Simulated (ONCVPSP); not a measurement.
## Configuration tests for beryllium (Be) (ONCV)

| Property | Result |
| --- | --- |
| Element | beryllium (Be) |
| Generator | ONCVPSP 4.0.1 |
| Type | optimised norm-conserving Vanderbilt (ONCV) |
| Functional | Wu-Cohen |
| Relativity | scalar-relativistic |
| Frozen core | [He] |
| Valence charge | 2 |
| Reference configuration | 2s1.5 (charge +0.5) |
| Partial waves | 2s: rc 1.70 bohr, ncon 5, nbas 8, qcut 3.2 1/bohr, 2 projectors, debl 2.6 Ha; p scattering state at 0.05 Ha: rc 1.55 bohr, ncon 4, nbas 8, qcut 4.5 1/bohr, 1 projector |
| Local potential | polynomial inside 1.40 bohr (lpopt 4, dvloc0 0 Ha) |
| Core correction | polynomial model core, fcfact 0.45 |

Energies are relative to the spin-unpolarised reference configuration 2s1.5; without spin polarisation the order of configurations can differ from experiment.

```
valence configuration  charge  ΔE all-electron (eV)  error AE − PS (meV)
                  2s2       0                -3.725                 +1.2
                  2s1      +1                 5.743                 +2.9
              2s1 2p1       0                -0.111                  0.0
```

(1) What are ΔE and the potential's error for 2s0 2p2?

Levels in the configuration 2s0 2p2:

```
level  all-electron (eV)  pseudo (eV)
   2p             -2.903       -2.902
```

Answers

(1) ΔE = 3.525 eV all-electron; the error (AE − PS) is +5.0 meV.
